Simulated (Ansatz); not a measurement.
Basis sets compared for the cluster Be₄F₆⁺. The state is a doublet with charge 1. Geometry r2SCAN-D4/def2-SVP. Ansatz on 4 threads of Intel Xeon 6975P-C on a shared host; times are rough, and most runs start from earlier orbitals.

| atom | x (Å) | y (Å) | z (Å) |
| --- | --- | --- | --- |
| Be1 | 2.225 | 0.342 | 0.527 |
| Be2 | -0.196 | -0.344 | 1.407 |
| Be3 | -1.426 | -1.750 | -0.497 |
| Be4 | -0.254 | 0.931 | -1.000 |
| F5 | -0.651 | 2.015 | -1.796 |
| F6 | 1.375 | 0.579 | -0.677 |
| F7 | -0.785 | -0.655 | -1.284 |
| F8 | 1.333 | -0.335 | 1.648 |
| F9 | -0.679 | 0.858 | 0.666 |
| F10 | -0.943 | -1.641 | 1.007 |

Another isomer (doublet) lies 1.26 eV lower at PBE0-D4/def2-TZVP; other spin states weren't run for this one.

```tsv
level	functions	energy (Eh)	HOMO (eV)	LUMO (eV)	wall time
PBE-D4/def2-SVP	120	-657.0522	-9.48	-9.31	1.2 s
PBE0-D4/def2-SVP	120	-657.0596	-9.83	-9.01	1.8 s
```

(1) Estimate the rows for PBE-D4/def2-TZVP (with forces), PBE0-D4/def2-TZVP.

## Answers

(1) 
```tsv
level	functions	energy (Eh)	HOMO (eV)	LUMO (eV)	wall time
PBE-D4/def2-TZVP (with forces)	262	-657.8544	-9.44	-9.26	3.8 s
PBE0-D4/def2-TZVP	262	-657.8624	-9.78	-8.95	5.5 s
```
